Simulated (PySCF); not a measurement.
C2H5F3Si, SMILES C[SiH2]C(F)(F)F.

Geometry: B3LYP-D3(BJ)/def2-SVP.

Two levels are set side by side: PBE/def2-TZVP (PySCF) and HF/def2-TZVP (PySCF). Same geometry, gas phase. Differences are taken from unrounded values.

```json
[
 {"quantity": "orbital gap (eV)", "HF": "16.04"},
 {"quantity": "highest occupied level (eV)", "HF": "-13.02"},
 {"quantity": "lowest empty level (eV)", "HF": "3.02"},
 {"quantity": "dipole moment (D)", "HF": "2.96"},
 {"quantity": "mean polarisability (bohr³)", "HF": "48.0"}
]
```

Q: What does PBE give, and how far is it from HF? (The exact figures need the calculation; the answer reports its results.)

A: 
```
quantity                       PBE  PBE minus HF
---------------------------  -----  ------------
orbital gap (eV)              7.28         -8.75
highest occupied level (eV)  -7.74          5.28
lowest empty level (eV)      -0.46         -3.47
dipole moment (D)             2.41         -0.55
mean polarisability (bohr³)   54.7           6.7
```

Without exact exchange PBE keeps part of each electron's self-repulsion, which lifts occupied levels and narrows the gap. PBE's more diffuse valence density responds more strongly to a field. Differences between two approximate levels are no errors against the true value.

Rough cost on one machine, each run with all the roots and properties that it gave: HF against PBE about 1/3.
